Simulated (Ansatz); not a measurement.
Reaction (substitution at a C–Si bond): `C=C(Cl)[SiH2]S` + H₂Te → `C=C(Cl)[TeH]` + `[SiH3]S`

Isolated molecules relaxed with PBE0-D4/def2-TZVP in Ansatz; ΔE leaves out vibrations. CCSD(T)/CBS is the MP2 limit (def2-TZVPP, def2-QZVPP) plus CCSD(T) − MP2 in def2-TZVPP, frozen cores. Functionals use def2-TZVPP. HSE06 is defined as in plane-wave codes. Elements past krypton have def2 core potentials. For Te outer-core shells are correlated without core-valence functions, which leaves a few kJ/mol of doubt a bond. One conformer a species, not always the lowest.

```
    level  ΔE (kJ/mol)
revPBE-D4         43.9
    HSE06         46.6
```

Problem. What does CCSD(T)/CBS give? (Estimate.)

Solution. The calculation gave: +43.4 kJ/mol. The listed levels differ from it by 0.5, 3.2 kJ/mol.

Largest T1 diagnostic among the species: 0.011.

From BLYP to BHLYP (50 % exact exchange), in def2-TZVPP and without D4, ΔE moves by +9.4 kJ/mol. In def2-TZVPP, CCSD(T) changes the Hartree–Fock value by −7.7 kJ/mol (the triples alone add −1.9 kJ/mol) and MP2 by −12.8 kJ/mol.
